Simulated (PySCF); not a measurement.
Species: [AlBrH3]- (charge -1).
SMILES: `[H][Al-]([H])([H])[Br]`

Computed, not measured: PySCF, PBE0-D3(BJ)/def2-SVP geometry optimisation, gas phase.

Masses are those of the commonest isotopes; rigid-rotor values at the optimised geometry. 

(1) What are A, B and C (GHz)?

(2) What kind of rotor is it?

(3) Where do the R-branch lines fall?

(4) Estimate the classical rotational partition function at 50 K and 200 K.

## Answers

(1) Ia = 7.33, Ib = 136.71, Ic = 136.71 u·Å²; 505379 MHz·u·Å²/I gives 68917, 3697 and 3697 MHz, that is A = 68.917, B = 3.6968, C = 3.6967 GHz.

(2) A prolate symmetric top, as the point group C3v requires two equal moments: κ = (2 × 3697 − 68917 − 3697)/(68917 − 3697) = -1.00.

(3) The dipole of 4.89 D (about the centre of mass, as the species is charged) lies along the symmetry axis, so ΔK = 0 and J+1 ← J falls at 2B(J+1) for every K: 7.39 GHz, 14.79 GHz, 22.18 GHz, 29.57 GHz, 36.97 GHz for J = 0 to 4.

(4) Point group C3v, symmetry number σ = 3; q = (√π/σ)·√((kT/h)³/(ABC)), k/h = 20836.6 MHz/K: 647 at 50 K, 5180 at 200 K.

No frequency check. The geometry's basis has no diffuse functions, a weakness for an anion. Zero-point vibration and centrifugal distortion are left out.

On an Arm Neoverse V1 with one thread, shared host, this took 5.9 s wall. That covers the optimisation of the geometry.
